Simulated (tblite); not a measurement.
Isomers of C8H10NP. Method: GFN2-xTB as coded in tblite; computed harmonic values from a numerical Hessian at the method's own geometry, unscaled. This tight-binding method is rough: wavenumbers can miss measured ones by several per cent, in bad cases by 10 to 20. Modes of hydrogen on phosphorus can be 10 to 20 % off. One conformer each.

Electronic energies: GFN2-xTB at the same geometries; isomer energies are rough at this level and their order can be wrong.

| SMILES | electronic energy, lowest = 0 (kJ/mol) |
| --- | --- |
| NP1Cc2ccccc2C1 | 0.0 |
| Cc1cpcc(C2CC2)n1 | 130.9 |
| N#CCCP1C=CCC=C1 | 266.3 |
| C=C(C)Pc1ccncc1 | 166.1 |

**Question.** How do GFN2-xTB zero-point energies change the relative energies?

**Answer.** 
| SMILES | ZPE (kJ/mol) | of it from modes above 1550 cm⁻¹ | electronic (kJ/mol) | with ZPE, lowest = 0 (kJ/mol) | lowest mode (cm⁻¹) | rings |
| --- | --- | --- | --- | --- | --- | --- |
| NP1Cc2ccccc2C1 | 415.2 | 204.0 | 0.0 | 0.0 | 70 | 2 |
| Cc1cpcc(C2CC2)n1 | 415.6 | 183.2 | 130.9 | 131.3 | 48 | 2 |
| C=C(C)Pc1ccncc1 | 405.0 | 197.0 | 166.1 | 156.0 | 27 | 1 |
| N#CCCP1C=CCC=C1 | 409.3 | 212.6 | 266.3 | 260.4 | 29 | 1 |

The zero-point energies span 10.6 kJ/mol, from `C=C(C)Pc1ccncc1` to `Cc1cpcc(C2CC2)n1`. The order is unchanged.

**Question.** What do entropy and thermal enthalpy add at 298.15 K and 1 bar (rigid rotor, harmonic oscillator, one conformer each)?

**Answer.** 
```json
{"SMILES": "NP1Cc2ccccc2C1", "point group": "C1", "symmetry number": "1", "S (J/(mol K))": "389.4", "H − H(0) (kJ/mol)": "26.69", "ZPE + H − H(0) − TS (kJ/mol)": "325.8"}
{"SMILES": "Cc1cpcc(C2CC2)n1", "point group": "C1", "symmetry number": "1", "S (J/(mol K))": "417.6", "H − H(0) (kJ/mol)": "28.74", "ZPE + H − H(0) − TS (kJ/mol)": "319.8"}
{"SMILES": "C=C(C)Pc1ccncc1", "point group": "C1", "symmetry number": "1", "S (J/(mol K))": "433.3", "H − H(0) (kJ/mol)": "30.16", "ZPE + H − H(0) − TS (kJ/mol)": "306.0"}
{"SMILES": "N#CCCP1C=CCC=C1", "point group": "C1", "symmetry number": "1", "S (J/(mol K))": "427.7", "H − H(0) (kJ/mol)": "30.07", "ZPE + H − H(0) − TS (kJ/mol)": "311.8"}
```
